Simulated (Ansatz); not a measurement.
Total energies of Ta₂O₇H₄ (relaxed from a model of H4Ta2O7, whose bonding it doesn't keep) from Ansatz at PBE0-D4/def2-TZVP, gas phase (1 Eh = 27.2114 eV = 2625.5 kJ/mol). The reference geometry is relaxed at PBE-D4/def2-SVP.

Cartesian coordinates in Å:
```
O -0.438 0.026 -2.790
Ta -0.622 -1.076 -1.452
O -2.449 -1.672 -1.413
O 0.558 -2.565 -1.732
O -0.177 -0.111 0.166
Ta 0.678 1.109 1.402
O 2.372 1.168 0.996
O -0.041 2.883 1.248
O 0.515 0.479 3.210
H -3.193 -1.437 -1.993
H 1.211 -2.719 -2.436
H 0.382 3.707 0.951
H 1.203 0.208 3.842
```

```json
{"state": "charge 0 singlet", "geometry": "reference", "energy (Eh)": "-643.19121"}
{"state": "charge 1 doublet", "geometry": "reference", "energy (Eh)": "-642.80173"}
{"state": "free O atom (triplet)", "geometry": "–", "energy (Eh)": "-75.01860"}
{"state": "free Ta atom (quartet)", "geometry": "–", "energy (Eh)": "-56.82257"}
{"state": "free H atom (doublet)", "geometry": "–", "energy (Eh)": "-0.50104"}
```

In the def2 sets Ta takes a core potential; there is no spin–orbit coupling.

Problem. Work out the vertical ionisation energy to the doublet.

Solution. E(charge 1 doublet) − E(charge 0 singlet) = -642.80173 − (-643.19121) = 0.38948 Eh = 10.60 eV. For comparison, −ε of the highest occupied level is 8.98 eV at this level, 1.62 eV less.

Problem. What is the binding energy per atom against free atoms?

Solution. Atoms: 7 × (-75.01860) + 2 × (-56.82257) + 4 × (-0.50104) = -640.77950 Eh. Binding: -640.77950 − (-643.19121) = 2.41171 Eh = 65.63 eV, or 5.05 eV for each of 13 atoms (no zero-point energy, no counterpoise term).
